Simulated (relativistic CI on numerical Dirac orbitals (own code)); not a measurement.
Ce2+ (4f2) in a crystal field

Calculated by Dirac-Coulomb-Breit CI, orbitals from a KLI potential per configuration, model QED (radiative potential, 1s self-energy scaled to tabulated hydrogen-like ionisation energies), valence Slater integrals scaled by 0.7, one configuration in a parametric crystal field (own radial code).

Field parameters in Wybourne normalisation. The field is a parameter set, without covalency.

S is read from ⟨S²⟩ = S(S + 1).

Levels (cm⁻¹, degeneracy): 0 (1), 6 (1), 17 (1), 22 (1), 26 (1), 61 (1), 141 (1), 145 (1), 202 (1), 1472 (1), 1474 (1), 1475 (1).

Problem. Which field gives this pattern?
A. C2v, B20 = -160, B22 = 170, B40 = -260, B42 = 50, B44 = -300, B60 = 140, B62 = -20, B64 = 180, B66 = -100 cm⁻¹
B. C2v, B20 = -20, B22 = -170, B40 = -130, B42 = 340, B44 = -100, B60 = 70, B62 = -150, B64 = -70, B66 = -40 cm⁻¹
C. C2v, B20 = -260, B22 = -130, B40 = 110, B42 = 290, B44 = -200, B60 = -330, B62 = 110, B64 = 330, B66 = -200 cm⁻¹

Solution. A. C2v, B20 = -160, B22 = 170, B40 = -260, B42 = 50, B44 = -300, B60 = 140, B62 = -20, B64 = 180, B66 = -100 cm⁻¹, ground level with S = 0.98.
